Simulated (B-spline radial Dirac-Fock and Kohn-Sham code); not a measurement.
**Photoionisation of nickel ions at Mo Kα (17479.3 eV)**

The computed values come from a radial atomic solver: a relativistic central-field model (Hartree-Slater potential of the initial state, Latter tail, multipole expansion of the photon field, Dirac-Fock thresholds). Cross sections in kb; a dash marks an empty subshell or a threshold above the photon energy.

| ion | configuration | total | 2s | 2p3/2 | 3p1/2 | 3p3/2 | 4s |
| --- | --- | --- | --- | --- | --- | --- | --- |
| Ni | [Ar] 3d8 4s2 | 4.510 | 0.313 | 0.0784 | 0.00593 | 0.0106 | 0.00311 |
| Ni¹⁵⁺ | [Ne] 3s2 3p1 | 4.536 | 0.321 | 0.0806 | 0.00165 | 0.00299 | – |
| Ni¹⁸⁺ | [He] 2s2 2p6 | 4.473 | 0.325 | 0.0816 | – | – | – |
| Ni²²⁺ | [He] 2s2 2p2 | 4.470 | 0.362 | 0.0325 | – | – | – |
